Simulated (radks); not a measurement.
The numbers below are computed, except where a source is named.
Question: Nd4+, 56 electrons, occupied as [Xe] 4f2 (the NIST ground configuration). Level of theory: scalar-relativistic Kohn-Sham, PBE, spin-unpolarised, spherical densities, finite nucleus; Fermi nuclear charge, rms radius 4.9123 fm (a radial shooting solver on a logarithmic mesh with Libxc functionals). Some entries of the table are withheld. Estimate them.

orbital,occ.,eigenvalue (hartree),<r> (bohr)
1s,2,-1596.695,(1)
2s,2,-259.8662,0.1010
2p,6,-232.5129,0.08881
3s,2,-57.93950,0.2664
3p,6,-49.31211,(2)
3d,10,-37.33677,0.2418
4s,2,-13.04592,0.6048
4p,6,-10.20518,0.6392
4d,10,-6.16087,0.6975
5s,2,-3.05127,1.398
5p,6,(3),1.578
4f,2,-1.82884,(4)

Answer: 
(1) 1s <r> (bohr): 0.02363
(2) 3p <r> (bohr): 0.2645
(3) 5p eigenvalue (hartree): -2.29925
(4) 4f <r> (bohr): 0.9003
